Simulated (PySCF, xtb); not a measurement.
C6H6O, SMILES C1[C@@H](C(=C)O1)C#C.

Harmonic wavenumbers (cm⁻¹) from xtb with GFN2-xTB at its own minimum, in rising order: 108, 122, 203, 310, 367, 450, 565, 649, 665, 693, 716, 827, 846, 923, 951, 1036, 1057, 1101, 1114, 1133, 1186, 1245, 1283, 1374, 1464, 1776, 2288, 2944, 2961, 2973, 3130, 3166, 3399.

What does PySCF with ωB97X-D3(BJ)/def2-SVP give at its own minimum? (The exact figures need the calculation; the answer reports its results.)

102, 137, 218, 350, 429, 518, 610, 714, 729, 731, 745, 832, 850, 925, 967, 1061, 1087, 1112, 1175, 1208, 1242, 1334, 1397, 1405, 1509, 1823, 2277, 3100, 3119, 3175, 3198, 3307, 3485. Paired by order, the mean absolute difference is 57 cm⁻¹ and the zero-point energies are 61.5 and 64.1 kcal/mol.
